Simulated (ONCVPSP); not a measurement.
# Before and after: ONCV potential for palladium (Pd)

ONCVPSP 4.0.1 input, shortened (lines: element, Z, core and valence counts, functional; n l f; lmax; l rc ep ncon nbas qcut; lloc lpopt rc5 dvloc0; l nproj debl; icmod fcfact rcfact), PW91, scalar-relativistic:

```
  Pd 46.00    6    3  -109134      upf
    1    0    2.00
    2    0    2.00
    2    1    6.00
    3    0    2.00
    3    1    6.00
    3    2   10.00
    4    0    2.00
    4    1    6.00
    4    2    9.00
    2
    0    1.35    0.00    4    7    9.20
    1    1.65    0.00    4    7    8.00
    2    1.40    0.00    4    8    7.90
    4    5    1.10    2.00
    0    1    2.80
    1    2    2.60
    2    2    3.60
    3    5.50    1.55
```

All-electron outer shells of the reference configuration (PW91, scalar-relativistic, ld1.x):

| shell | level (eV) | outermost node (bohr) | outermost maximum (bohr) |
| --- | --- | --- | --- |
| 4s | -96.77 | 0.45 | 0.85 |
| 4p | -62.55 | 0.46 | 0.91 |
| 4d | -14.69 | 0.45 | 1.09 |

Change: core correction Teter function, fcfact 5.5, rcfact 2.06.

Cutoffs: the cutoffs (Ha) at which the residual kinetic energy of the hardest occupied pseudo-wave falls to 1 and 0.1 mHa per electron; they do not see the model core or the augmentation charge, which bear on the density cutoff. Errors are all-electron minus pseudo energies relative to the spin-unpolarised reference configuration.

Q: How do hardness, ghosts and transferability respond?

A: The potential gets neither clearly harder nor softer (32 Ha and 45 Ha → 32 Ha and 45 Ha); of the 4 tests that both files solve, the error grows in 3 and shrinks in 1 by more than 15 % and 0.3 meV (median size 0.7 → 7.1 meV); neither file shows a bound ghost. A model core, the more so a compact one, raises the density cutoff, which this test does not measure.

| quantity | base | changed |
| --- | --- | --- |
| cutoff, loose | 32 Ha | 32 Ha |
| cutoff, tight | 45 Ha | 45 Ha |
| bound ghosts | none | none |
| GHOST(+) flags under 300 eV | none | none |
| error for 4s2 4p6 4d10, meV [ΔE -9.19 eV] | -0.7 | -3.9 |
| error for 4s2 4p6 4d8, meV [ΔE 20.89 eV] | -0.8 | -10 |
| error for 4s2 4p6 4d7, meV [ΔE 55.33 eV] | +0.2 | -55 |
| error for 4s2 4p6 4d9 5p1, meV [ΔE -3.91 eV] | +0.8 | +0.3 |
| s: phases at 1.37 bohr within 0.05 rad from the reference energy up to (Ha; the scan ends near 5) | 0.2 | 0.2 |
| p: phases at 1.68 bohr within 0.05 rad from the reference energy up to (Ha; the scan ends near 5) | to the end of the scan | to the end of the scan |
| d: phases at 1.42 bohr within 0.05 rad from the reference energy up to (Ha; the scan ends near 5) | to the end of the scan | to the end of the scan |
| rms error of d²Exc/dni dnj with the model core, mHa | 3.32 | 8.97 |
